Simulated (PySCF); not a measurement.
C₃H₅N₃, SMILES c1c[nH]c(=N)[nH]1.

Coordinates come from a PBE-D3(BJ)/def2-SVP optimisation.

All values below come from PBE-D3(BJ)/def2-SVP run with PySCF.

Frequencies are harmonic and unscaled.

Question: Estimate the vibrational spectrum. (An estimate is asked for; the answer gives what the named calculation found.)

Answer: 
| mode | ν (cm⁻¹) | IR (km/mol) | moving atoms (share of kinetic energy) |
|---|---|---|---|
| 1 | 173 | 20.5 | N 68 %, C 22 %, H 11 % |
| 2 | 334 | 7.6 | H 77 %, N 21 % |
| 3 | 423 | 86.6 | H 90 %, N 9 % |
| 4 | 445 | 11.7 | N 58 %, H 25 %, C 17 % |
| 5 | 580 | 6.1 | C 51 %, H 30 %, N 19 % |
| 6 | 611 | 175.1 | H 76 %, C 21 % |
| 7 | 641 | 14.4 | H 82 %, C 12 % |
| 8 | 706 | 2.5 | C 71 %, N 21 %, H 8 % |
| 9 | 708 | 5.1 | N 56 %, C 35 %, H 9 % |
| 10 | 758 | 1.2 | H 83 %, C 17 % |
| 11 | 877 | 8.7 | C 68 %, N 21 %, H 11 % |
| 12 | 936 | 11.3 | N 62 %, H 36 % |
| 13 | 1022 | 91.1 | H 64 %, N 28 % |
| 14 | 1060 | 64.5 | H 69 %, N 21 %, C 9 % |
| 15 | 1092 | 19.5 | H 81 %, N 15 % |
| 16 | 1117 | 0.1 | H 44 %, C 36 %, N 20 % |
| 17 | 1243 | 33.4 | H 50 %, C 43 % |
| 18 | 1332 | 10.5 | H 46 %, N 38 %, C 16 % |
| 19 | 1368 | 4.9 | N 52 %, H 28 %, C 20 % |
| 20 | 1409 | 36.4 | C 51 %, H 28 %, N 21 % |
| 21 | 1601 | 4.8 | C 85 %, H 13 % |
| 22 | 1738 | 539.0 | C 67 %, N 27 % |
| 23 | 3211 | 2.9 | H 92 %, C 8 % |
| 24 | 3231 | 0.1 | H 90 %, C 10 % |
| 25 | 3455 | 2.8 | H 93 % |
| 26 | 3614 | 70.6 | H 93 % |
| 27 | 3616 | 73.7 | H 93 % |
